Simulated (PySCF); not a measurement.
Question: Write Cartesian coordinates for `[C-]#CCCC(F)=C(F)F` as optimised with GFN2-xTB. (Charge -1.)

Answer: 
```
atom  x, y, z in Å
C1     3.6890   -0.5425    0.2489
C2     2.4980   -0.3024    0.4031
C3     1.0897   -0.0395    0.7487
C4     0.2571    0.2766   -0.5326
C5    -1.1541    0.5288   -0.1852
F6    -1.4423    1.7689    0.3167
C7    -2.1437   -0.3804   -0.1133
F8    -3.3881   -0.1753    0.3766
F9    -2.0539   -1.6299   -0.6122
H10    1.0032    0.8177    1.4356
H11    0.6323   -0.9111    1.2451
H12    0.3253   -0.5713   -1.2159
H13    0.6832    1.1609   -1.0116
```

Orientation and origin are arbitrary. Atoms count from 1 in this order. C7 (=CF2 carbon) is planar (angles 126.4°, 123.9° and 109.6°, sum 359.9°, 0.03 Å off the plane of its three neighbours). Of the pairs four or more bonds apart, F9···H12 is among the closest relative to their van der Waals radii: 2.67 Å, 100 % of the sum of Bondi's values. The C–C distances run from 1.225 Å (C1≡C2, drawn triple) to 1.560 Å (C3–C4, drawn single), a spread of 0.335 Å. The 3 C–F bonds span 1.348 Å (C7–F9, drawn single) to 1.369 Å (C5–F6, drawn single), a spread of 0.021 Å.

Bonds between heavy atoms (Å): C1≡C2 1.225, C2–C3 1.474, C3–C4 1.560, C4–C5 1.475, C5–F6 1.369, C5=C7 1.346, C7–F8 1.353, C7–F9 1.348.

Computed geometry: GFN2-xTB, gas phase.

Point group: C1 (no symmetry element, even within 0.4 Å). No GFN2-xTB frequencies stand behind this structure, so it isn't proved a minimum. Torsions: C2–C3–C4–C5 180°, C3–C4–C5–F6 79°.

One conformer stands for the species.
